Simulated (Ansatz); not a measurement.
# Worked example: ideal-gas entropy of CBr2Cl2 (dibromodichloromethane)

A singlet with charge 0, relaxed at HF/6-31G* (Cartesian functions) (Ansatz 0.2.0):

```xyz
5

Cl    0.5772   -0.9346    1.4168
C    -0.0076   -0.0148    0.0300
Cl   -1.4416    0.9028    0.4912
Br   -0.4569   -1.2351   -1.4128
Br    1.3787    1.2080   -0.5665
```

Harmonic wavenumbers in cm⁻¹: 169, 193, 252, 265, 288, 414, 789, 844, 884.

Masses in u: Cl 35.45, C 12.011, Br 79.904. Take T = 298.15 K, p = 1 bar, R = 8.3145 J/(mol K), kT/hc = 207.22 cm⁻¹, rigid rotor and harmonic oscillator.

Question: Compute the standard molar entropy.

Answer: 
1. Translation (Sackur–Tetrode): S = R[3/2 ln M + 5/2 ln T − 1.1517] with M = 242.719 gives 177.3 J/(mol K).
2. Rotation: principal moments 374.436, 548.958, 628.864 u Å² give A, B, C = 0.045, 0.0307, 0.0268 cm⁻¹; the symmetry number is σ = 2; q = (√π/σ)√((kT/hc)³/ABC) = 434460; S = R(ln q + 3/2) = 120.4.
3. Vibration: with u = ν̃/207.22, each mode gives R[u/(eᵘ − 1) − ln(1 − e⁻ᵘ)]; the sum is 45.7, most from 169 cm⁻¹ (10.2), 193 cm⁻¹ (9.2), 252 cm⁻¹ (7.2).
4. Electronic: R ln 1 = 0.0, from the spin multiplicity alone.
5. Sum: 177.3 + 120.4 + 45.7 + 0.0 = 343.4 J/(mol K).

The tabulated value is 347.8 J/(mol K) (CRC Handbook of Chemistry and Physics): the model is off by -4.4.
